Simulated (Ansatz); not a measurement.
A made-up structure of B2H4O2, closed shell:

```
8
angstrom
B -0.6651 1.1321 0.1519
B 0.2910 -0.2499 -0.0677
O 1.6056 -0.0782 -0.3803
O -0.1554 -1.5436 0.0449
H 2.0974 0.7253 -0.1492
H -0.7936 1.6519 1.2241
H 2.0669 -0.9178 -0.4856
H -1.0833 -1.6338 0.2651
```

It is relaxed with PBE-D4/def2-SVP and then PBE0-D4/def2-TZVP (Ansatz 0.2.0). Atoms count as bonded within 1.22 times the sum of their covalent radii (H–H: 0.88 Å). The end point is not checked to be a true minimum.

(1) Does its bonding change? (A judgement: the text doesn't fix the answer.)

Results:

(1) Computed: No: no bond forms or breaks.

Where it ends: The first stage lowers the energy by 1.27 eV in 20 steps. It ends as B₂H₄O₂ ([BH][B]([OH])[OH2]):
```
atom    x (Å)    y (Å)    z (Å)
  B1  -0.5013   1.1069   0.6435
  B2   0.1466  -0.1948   0.1517
  O3   1.5855   0.0068  -0.5907
  O4   0.0180  -1.5808   0.2070
  H5   2.1672   0.4112   0.0653
  H6  -1.0785   2.1035   0.9008
  H7   1.8961  -0.8935  -0.7767
  H8  -0.8701  -1.8732   0.0022
```

Labels in which every atom is bracketed show which atoms are joined, not bond orders.

For scale, one of the runs: PBE0-D4/def2-TZVP relaxation, 148 basis functions, launched by `ansatz run in.yaml --threads 2 --pin off --events-out ev --progress --plain --max-ram 4352MiB`. The run took about 34 s on 2 CPU threads of an Arm Neoverse V1 (shared host).
